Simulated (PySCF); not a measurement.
Cl2Si, neutral, multiplicity 1. Atoms are numbered in the order given.

```xyz
3

Si     0.0000     0.0000     0.9328
Cl     0.0000     1.6067    -0.3841
Cl     0.0000    -1.6067    -0.3841
```
Charge 0, spin multiplicity 1.

Geometry optimised at PBE0-D3(BJ)/def2-TZVP. The isomer is the one that the SMILES or the coordinates give; other isomers of the formula were not compared.

The numbers are results of PySCF with TDDFT-PBE0/def2-SVPD, not measurements.

Vertical excitations.  State labels are in the subgroup C2v.

Q: Estimate the UV-visible absorptions. (An estimate is asked for; the answer gives what the named calculation found.)

A: 
```json
[
 {"state": "S1", "symmetry": "B1", "energy (eV)": "3.83", "λ (nm)": "323", "f": "0.029", "main pairs": "HOMO→LUMO 100 %"},
 {"state": "S2", "symmetry": "A2", "energy (eV)": "4.86", "λ (nm)": "255", "f": "0.000", "main pairs": "HOMO−1→LUMO 100 %"},
 {"state": "S3", "symmetry": "B2", "energy (eV)": "5.74", "λ (nm)": "216", "f": "0.020", "main pairs": "HOMO−2→LUMO 90 %"},
 {"state": "S4", "symmetry": "B1", "energy (eV)": "6.27", "λ (nm)": "198", "f": "0.009", "main pairs": "HOMO−4→LUMO 99 %"},
 {"state": "S5", "symmetry": "A1", "energy (eV)": "6.49", "λ (nm)": "191", "f": "0.015", "main pairs": "HOMO−3→LUMO 59 %, HOMO→LUMO+2 39 %"},
 {"state": "S6", "symmetry": "A1", "energy (eV)": "6.88", "λ (nm)": "180", "f": "0.223", "main pairs": "HOMO→LUMO+2 55 %, HOMO−3→LUMO 35 %"},
 {"state": "S7", "symmetry": "B2", "energy (eV)": "6.94", "λ (nm)": "179", "f": "0.306", "main pairs": "HOMO→LUMO+1 84 %"},
 {"state": "S8", "symmetry": "A2", "energy (eV)": "7.29", "λ (nm)": "170", "f": "0.000", "main pairs": "HOMO−5→LUMO 99 %"},
 {"state": "S9", "symmetry": "A1", "energy (eV)": "7.60", "λ (nm)": "163", "f": "0.001", "main pairs": "HOMO→LUMO+3 96 %"},
 {"state": "S10", "symmetry": "A1", "energy (eV)": "7.86", "λ (nm)": "158", "f": "0.066", "main pairs": "HOMO−1→LUMO+1 93 %"},
 {"state": "T1", "symmetry": "B1", "energy (eV)": "2.26", "λ (nm)": "550", "f": "0", "main pairs": "HOMO→LUMO 98 %"},
 {"state": "T2", "symmetry": "A2", "energy (eV)": "4.71", "λ (nm)": "263", "f": "0", "main pairs": "HOMO−1→LUMO 100 %"},
 {"state": "T3", "symmetry": "B2", "energy (eV)": "4.99", "λ (nm)": "248", "f": "0", "main pairs": "HOMO−2→LUMO 97 %"},
 {"state": "T4", "symmetry": "B2", "energy (eV)": "5.14", "λ (nm)": "241", "f": "0", "main pairs": "HOMO→LUMO+1 93 %"}
]
```
Triplets are in the Tamm–Dancoff approximation, which puts them higher than full response would, so one can lie above its singlet here.
